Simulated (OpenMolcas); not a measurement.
# Computed levels of N2+

```
Program             : OpenMolcas 26.06
Method              : CASSCF
Basis               : ANO-RCC-VTZP [4s3p2d1f]
Scalar Hamiltonian  : DKH2, point nucleus
Active space        : 3 electrons in 4 orbitals (2s 2p)
State averaging     : 2S+1 = 4 odd, 1 root; 2S+1 = 2 odd, 11 roots; 2S+1 = 4 even, 3 roots; 2S+1 = 2 even, 9 roots
Spin-orbit coupling : state interaction with AMFI integrals over the reference wave functions, term energies averaged over their components
```

With spin-orbit coupling, above the lowest level:

| Configuration | Term | J | E (cm-1) | Measured (cm-1) | g | Term weight % |
| --- | --- | --- | --- | --- | --- | --- |
| 2s2 2p | 2P* | 1/2 | 0.0 | 0.0 | 0.666 | 100 |
| 2s2 2p | 2P* | 3/2 | 158 | 174 | 1.334 | 100 |
| 2s 2p2 | 4P | 1/2 | 51360 |  | 2.671 | 100 |
| 2s 2p2 | 4P | 3/2 | 51417 | 57247 | 1.735 | 100 |
| 2s 2p2 | 4P | 5/2 | 51513 | 57328 | 1.601 | 100 |
| 2s 2p2 | 2D | 3/2 | 106925 | 101031 | 0.800 | 100 |
| 2s 2p2 | 2D | 5/2 | 106925 | 101024 | 1.200 | 100 |
| 2s 2p2 | 2S | 1/2 | 136226 | 131004 | 2.002 | 100 |
| 2s 2p2 | 2P | 1/2 | 156980 | 145876 | 0.666 | 100 |
| 2s 2p2 | 2P | 3/2 | 157091 | 145986 | 1.334 | 100 |
| 2p3 | 4S* | 3/2 | 184142 | 186797 | 2.002 | 100 |
| 2p3 | 2D* | 3/2 | 213626 | 203089 | 0.800 | 100 |
| 2p3 | 2D* | 5/2 | 213627 | 203075 | 1.200 | 100 |
| 2p3 | 2P* | 1/2 | 243621 | 230404 | 0.666 | 100 |
| 2p3 | 2P* | 3/2 | 243629 | 230409 | 1.334 | 100 |

Against the 13 measured excited levels shown (Moore, Selected Tables of Atomic Spectra, NSRDS-NBS 3, section 5) the mean absolute deviation is 7800 cm-1; the largest miss in energy is 2p3 2P* 3/2: computed 243629, measured 230409 cm-1 (+5.7 %), and the largest in proportion 2s 2p2 4P 3/2 (-10.2 %).

Spin-orbit coupling puts the lowest level 105 cm-1 below the lowest spin-free term.

Measured partners are found by configuration, term and J. A level has none where our copy of the source lacks it or the pairing is in doubt (some pairs that miss far off the trend of their configuration count as doubtful), and it then counts in no deviation. Only configurations of the active space appear.

The term weight is that of the spin-free term in the level, not the purity of its configuration. * marks odd parity.
